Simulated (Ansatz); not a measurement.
Ideal-gas functions of `F/C=C/[SiH3]` at 500 K and 1 bar, from an Ansatz frequency run at PBE0-D4/def2-TZVP.

Molar mass 76.15 g/mol, point group Cs (symmetry number 1), electronic degeneracy 1, moments of inertia 15.036, 217.303, 226.511 u Å². Harmonic wavenumbers (cm⁻¹, unscaled): 150, 201, 211, 439, 627, 655, 834, 853, 930, 933, 958, 976, 1138, 1209, 1355, 1701, 2224, 2225, 2231, 3175, 3198.

Use S(trans) = R[1.5 ln M + 2.5 ln T − 1.1517]; rotational temperatures θ = 24.2544 K / I; S(rot) = R[ln(√π/σ · √(T³/θAθBθC)) + 1.5]; for each mode x = 1.438777 ν̃/T, S = R[x/(eˣ − 1) − ln(1 − e⁻ˣ)] and H = RT x/(eˣ − 1); 1 cm⁻¹ = 0.0119627 kJ/mol; R = 8.31446 J/(mol·K).

By hand: the entropy, in J/(mol·K).

Translation 173.6. Rotation: θ = 1.6131, 0.1116, 0.1071 K, giving 111.2. Vibration, mode by mode: 15.36, 12.98, 12.59, 6.90, 4.45, 4.18, 2.78, 2.66, 2.24, 2.22, 2.10, 2.02, 1.39, 1.18, 0.84, 0.37, 0.10, 0.10, 0.10, 0.01, 0.01, in all 74.6. Electronic 0.0. Sum 359.4 J/(mol·K).

By hand: H − E and G − E in kJ/mol, counted from the electronic energy.

Zero-point energy ½ × 26223 × 0.0119627 = 156.8; thermal vibration 21.1; translation, rotation and pV give 4 RT = 16.6. H − E = 194.5 kJ/mol, and G − E = 194.5 − 500 × 359.4/1000 = 14.8 kJ/mol.

Vibration gives 21 % of the entropy.
